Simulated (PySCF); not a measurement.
C$_{3}$H$_{9}$OSi, doublet, at a GFN2-xTB geometry, atoms displaced at random by about 0.03 Å a coordinate; DF-B3LYP/STO-3G, gradient run with PySCF.

Input for PySCF:
```python
from pyscf import gto, scf, dft

mol = gto.Mole()
mol.atom = '''
    C     0.626927    1.485740   -0.957642
    Si   -0.006200    0.065773    0.046598
    C    -1.516991   -0.790250   -0.884686
    C     1.342234   -1.238798    0.258389
    O    -0.379507    0.491073    1.596001
    H     0.664164    2.535669   -0.507045
    H     0.871021    1.483566   -2.011773
    H    -2.209313   -0.074530   -1.021488
    H    -1.828739   -1.602100   -0.344682
    H    -1.230445   -1.062903   -1.877466
    H     0.989323   -2.076994    0.810979
    H     2.248460   -0.802167    0.802077
    H     1.830333   -1.593547   -0.670981
    H    -1.094613    1.117276    1.748519
'''
mol.basis = 'sto-3g'
mol.charge = 0
mol.spin = 1
mol.verbose = 3
mol.build()

mf = dft.UKS(mol)
mf.xc = 'b3lyp'
mf = mf.density_fit(auxbasis='def2-universal-jkfit')
mf.kernel()
g = mf.nuc_grad_method()
g.auxbasis_response = False
grad = g.kernel()
```

It wrote (shortened):

```
converged SCF energy = -478.585946903376  <S^2> = 0.75464156  2S+1 = 2.0046362
--------------- DFUKS gradients ---------------
         x                y                z
0 C     0.0044927320    -0.0369019031    -0.0263107178
1 Si     0.0132705607     0.0260298927     0.0417104401
2 C    -0.1068272002    -0.0255888559    -0.0022351992
3 C    -0.0507188856    -0.0375762331     0.0048840149
4 O    -0.0471311293     0.0383766507    -0.0286108784
5 H     0.0001197543     0.0290708847     0.0123097787
6 H    -0.0021388366     0.0049078386     0.0111826406
7 H     0.0734538133    -0.0570518759     0.0026832682
8 H     0.0277070277     0.0514473005    -0.0316918689
9 H    -0.0117384602     0.0142568517     0.0174018827
10 H     0.0076378841     0.0230049679    -0.0143418421
11 H     0.0295372691     0.0099794111     0.0045805448
12 H     0.0168530244    -0.0004543704     0.0003050547
13 H     0.0425428152    -0.0366074827     0.0061969749
----------------------------------------------
```
